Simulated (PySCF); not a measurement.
An unknown gives this computed stick spectrum. Method: PySCF, TDDFT PBE0/def2-SVPD, vertical, gas phase, core orbitals frozen in the response. Geometries: GFN2-xTB, one conformer each.

| state | E (eV) | λ (nm) | f |
| --- | --- | --- | --- |
| S1 | 5.66 | 219.0 | 0.0012 |
| S2 | 5.73 | 216.5 | 0.017 |
| S3 | 5.80 | 213.8 | 0.013 |
| S4 | 5.91 | 209.7 | 0.0027 |
| S5 | 6.78 | 182.8 | 0.0099 |
| S6 | 6.87 | 180.4 | 0.0047 |

Triplets computed (Tamm–Dancoff): 5.32, 5.48 eV.

Task: Which candidate is it?
A. `COc1cnccn1`
B. `CC(=O)O[SiH2]N(C)C`
C. `N[Si]1(N)CC[C@@H]1C=O`

Result: B. Its S1, at 5.66 eV, is the highest among the candidates; the nearest of the others has S1 at 4.31 eV. S1 is HOMO→LUMO (45%), HOMO→LUMO+1 (42%). Löwdin shares by element: HOMO nitrogen 54%, carbon 17% or more, silicon 8% (atoms not listed hold the other 21%); LUMO carbon 45% or more, oxygen 41%. At the same level the other candidates give, for their lowest levels:
- `N[Si]1(N)CC[C@@H]1C=O`: 4.27 eV (f 0.003); 5.78 eV (f 0.057); 6.14 eV (f 0.042); 6.17 eV (f 0.010); 6.59 eV (f 0.007); T1 3.69 eV; HOMO -6.84, LUMO -0.51 eV
- `COc1cnccn1`: 4.31 eV (f 0.004); 4.97 eV (f 0.103); 5.22 eV (f 0.000); 5.84 eV (f 0.000); 6.13 eV (f 0.230); T1 3.61 eV; HOMO -7.17, LUMO -1.35 eV

Shape of the structure used: `[CH3:1][C:2](=[O:3])[O:4][SiH2:5][N:6]([CH3:7])[CH3:8]`: C1–C2–O4–Si5 -178°, C2–O4–Si5–N6 174°, O4–Si5–N6–C7 -175°.
